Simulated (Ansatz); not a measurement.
Consider the formal exchange of groups at a B–Br bond: `C=CBBr` + `CBF` → `C=CBB(C)F` + HBr.

Isolated molecules relaxed with PBE0-D4/def2-TZVP in Ansatz; ΔE leaves out vibrations. CBS: MP2 limit from def2 TZ/QZ plus the TZ coupled-cluster correction, frozen cores. This one scheme is used for every species. DFT in def2-TZVPP. For Br outer-core shells are correlated without core-valence functions, which leaves a few kJ/mol of doubt a bond. Scalar relativity is left out up to krypton. One conformer a species, not always the lowest.

**Question.** Is it downhill or uphill in electronic energy at CCSD(T)/CBS, and by how much? (Estimate.)

**Answer.** Computed: Uphill: ΔE = +123.1 kJ/mol.

**Question.** What do these levels give: ωB97X-V, ωB97M-V, B2PLYP, PBE0, HF/def2-TZVPP, MP2/def2-TZVPP, SCS-MP2/def2-TZVPP, CCSD/def2-TZVPP, HF/def2-QZVPP, SCS-MP2/def2-QZVPP, MP2/CBS(def2), CCSD/CBS(def2)? (An estimate is asked.)

**Answer.** The calculation gave: ωB97X-V 117.5, ωB97M-V 121.3, B2PLYP 124.5, PBE0 119.3, HF/def2-TZVPP 126.7, MP2/def2-TZVPP 132.5, SCS-MP2/def2-TZVPP 128.9, CCSD/def2-TZVPP 121.1, HF/def2-QZVPP 126.1, SCS-MP2/def2-QZVPP 129.0, MP2/CBS(def2) 133.4, CCSD/CBS(def2) 122.0 kJ/mol.

Largest T1 diagnostic among the species: 0.012.
